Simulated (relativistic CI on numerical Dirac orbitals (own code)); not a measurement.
Mo3+: 3p photoemission

Computed with this model: Dirac-Coulomb-Breit CI, KLI orbitals optimised for each configuration, model QED (radiative potential, 1s self-energy scaled to tabulated hydrogen-like ionisation energies), multiplet model of photoemission in the sudden approximation, unscaled Slater integrals; configurations [Kr] 4d3 → [Ne] 3s2 3p5 3d10 4s2 4p6 4d3; 80 K; Lorentzian 1.4 eV and Gaussian 0.6 eV FWHM. Energies are those of the free ion, without screening or charge transfer. The energies are binding energies and can lie tens of eV above those of solids. S is read from ⟨S²⟩ = S(S + 1).

Field parameters in Wybourne normalisation: D3d B²₀ = −7Dσ, B⁴₀ = −14Dq − 21Dτ, B⁴₃ = −14√(10/7) Dq. The field is a parameter set, without covalency.

free ion: ground-state S = 1.50, centroid 445.87 eV. Peaks (eV, height): 439.8 (100), 457.8 (55).

D3d, 10Dq = 37800, Dσ = -1200, Dτ = -40 cm⁻¹: ground-state S = 1.50, centroid 445.94 eV. Peaks (eV, height): 440.0 (100), 457.8 (55).

Strongest unbroadened transitions for free ion:

```csv
Energy (eV),Relative strength
439.49,37.1
439.50,93.6
439.61,74.6
439.80,25.4
440.05,29.9
440.06,91.1
440.31,52.9
440.58,1.7
441.62,4.7
441.74,2.2
441.90,0.6
442.06,2.9
442.34,0.5
457.65,100.0
457.99,77.3
458.06,31.0
459.48,0.5
460.29,0.8
```
